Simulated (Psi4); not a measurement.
F$_{6}$Ti (SMILES [F][Ti-2]([F])([F])([F])([F])[F]), charge -2, singlet, at a GFN2-xTB geometry (such geometries of metal compounds can be far from the true shape) (a gas-phase anion, which may not be bound at this level); Psi4 with R2SCAN/STO-3G.

The Psi4 input:
```
memory 2 GB

molecule mol {
-2 1
Ti   -0.000000    0.000000    0.000000
F     1.103508   -0.457569   -1.419185
F    -1.103508    0.457569    1.419185
F    -1.179883    0.811629   -1.179118
F    -0.911774   -1.604081   -0.191781
F     0.911774    1.604081    0.191781
F     1.179883   -0.811629    1.179118
}

set {
  basis sto-3g
  reference rks
  scf_type pk
  puream true
  d_convergence 1e-8
  dft_radial_points 99
  dft_spherical_points 590
}

energy('r2scan')
print_variables()
```

Question: Predict the main parts of the log of this Psi4 run.

Answer: 
```
   => Loading Basis Set <=

    Name: STO-3G
    Role: ORBITAL
    Keyword: BASIS

         ---------------------------------------------------------
                                   SCF
               by Justin Turney, Rob Parrish, Andy Simmonett
                          and Daniel G. A. Smith
                              RKS Reference
         ---------------------------------------------------------

  ==> Geometry <==

    Molecular point group: ci
    Full point group: Ci

    Geometry (in Angstrom), charge = -2, multiplicity = 1:

       Center              X                  Y                   Z               Mass
    ------------   -----------------  -----------------  -----------------  -----------------
         TI           0.000000000000     0.000000000000     0.000000000000    47.947941980000
         F            1.103508000000    -0.457569000000    -1.419185000000    18.998403162730
         F           -1.103508000000     0.457569000000     1.419185000000    18.998403162730
         F           -1.179883000000     0.811629000000    -1.179118000000    18.998403162730
         F           -0.911774000000    -1.604081000000    -0.191781000000    18.998403162730
         F            0.911774000000     1.604081000000     0.191781000000    18.998403162730
         F            1.179883000000    -0.811629000000     1.179118000000    18.998403162730

  Running in ci symmetry.

  Rotational constants: A =      0.06446  B =      0.06446  C =      0.06446 [cm^-1]
  Rotational constants: A =   1932.55601  B =   1932.55529  C =   1932.55514 [MHz]
  Nuclear repulsion =  569.617503830476380

  Charge       = -2
  Multiplicity = 1
  Electrons    = 78
  Nalpha       = 39
  Nbeta        = 39

  ==> Algorithm <==

  SCF Algorithm Type is PK.
  DIIS enabled.
  MOM disabled.
  Fractional occupation disabled.
  Guess Type is SAD.
  Energy threshold   = 1.00e-06
  Density threshold  = 1.00e-08
  Integral threshold = 1.00e-12

  ==> Primary Basis <==

  Basis Set: STO-3G
    Blend: STO-3G
    Number of shells: 26
    Number of basis functions: 48
    Number of Cartesian functions: 49
    Spherical Harmonics?: true
    Max angular momentum: 2

  ==> DFT Potential <==

   => LibXC <=

    Version 7.1.2
    S. Lehtola, C. Steigemann, M. J. T. Oliveira, and M. A. L. Marques,  SoftwareX 7, 1–5 (2018) (10.1016/j.softx.2017.11.002)

   => Composite Functional: R2SCAN <=

    r2SCAN Meta-GGA XC Functional  (0.1021/acs.jpclett.0c02405)
[...]
   @RKS iter   3: -1431.04684232269506   -3.21303e-01   1.37552e-03 DIIS/ADIIS
   @RKS iter   4: -1431.04817616961100   -1.33385e-03   5.63923e-05 DIIS
   @RKS iter   5: -1431.04817843332262   -2.26371e-06   1.86512e-06 DIIS
   @RKS iter   6: -1431.04817843579940   -2.47678e-09   8.90827e-08 DIIS
   @RKS iter   7: -1431.04817843580554   -6.13909e-12   3.50819e-08 DIIS
   @RKS iter   8: -1431.04817843580668   -1.13687e-12   1.01960e-09 DIIS
  Energy and wave function converged.

  ==> Post-Iterations <==

   Electrons on quadrature grid:
      Ntotal   =   78.0000028534 ; deviation = 2.853e-06

    Orbital Energies [Eh]
    ---------------------

    Doubly Occupied:

[...]
    Virtual:

[...]
    Final Occupation by Irrep:
             Ag    Au
    DOCC [    18,   21 ]
    NA   [    18,   21 ]
    NB   [    18,   21 ]

  @RKS Final Energy: -1431.04817843580668

   => Energetics <=

    Nuclear Repulsion Energy =            569.6175038304763802
    One-Electron Energy =               -3163.2308482680909947
    Two-Electron Energy =                1268.9235060316784711
    DFT Exchange-Correlation Energy =    -106.3583400298705612
    Empirical Dispersion Energy =           0.0000000000000000
    VV10 Nonlocal Energy =                  0.0000000000000000
    Total Energy =                      -1431.0481784358066761

Computation Completed

Properties will be evaluated at   0.000000,   0.000000,   0.000000 [a0]

Properties computed using the SCF density matrix

 Multipole Moments:

 ------------------------------------------------------------------------------------
     Multipole            Electronic (a.u.)      Nuclear  (a.u.)        Total (a.u.)
 ------------------------------------------------------------------------------------

 L = 1.  Multiply by 2.5417464519 to convert [e a0] to [Debye]
 Dipole X            :          0.0000000           -0.0000000           -0.0000000
 Dipole Y            :          0.0000000            0.0000000            0.0000000
 Dipole Z            :          0.0000000            0.0000000            0.0000000
 Magnitude           :                                                    0.0000000

 ------------------------------------------------------------------------------------

  Variable Map:
  ----------------------------------------------------------------------------
[...]
  Array Variable Map:
  ----------------------------------------------------------------------------
[...]
[...]
```
